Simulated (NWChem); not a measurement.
System: MoH$_{3}$F$_{3}$; SMILES [F][MoH3]([F])[F]

Input file for NWChem:

```
start job
memory heap 200 mb stack 900 mb global 1100 mb
geometry units angstroms noautoz
  Mo     0.000000     0.000000    -0.102584
  F     -1.458718     1.081828    -0.463005
  F      1.666249     0.722373    -0.463005
  F     -0.207531    -1.804201    -0.463005
  H     -0.821069    -0.355895     1.266402
  H      0.102320     0.889014     1.266402
  H      0.718748    -0.533119     1.266402
end
basis spherical
  Mo library def2-svp
  F library def2-svp
  H library def2-svp
end
ecp
  Mo library def2-ecp
end
dft
  xc r2scan
  iterations 150
  mulliken
end
task dft energy
```

Structure relaxed at the PBE0/def2-SVP level. def2 effective core potentials on Mo; no spin-orbit coupling.

Task: Give the results of this calculation. (r2SCAN/def2-SVP with def2 effective core potentials on Mo.) Quantities: energy (Ha); highest occupied level (eV); orbital gap (eV); dipole (D).

Result: energy (Ha): -369.26
highest occupied level (eV): -7.56
orbital gap (eV): 3.83
dipole (D): 0.61
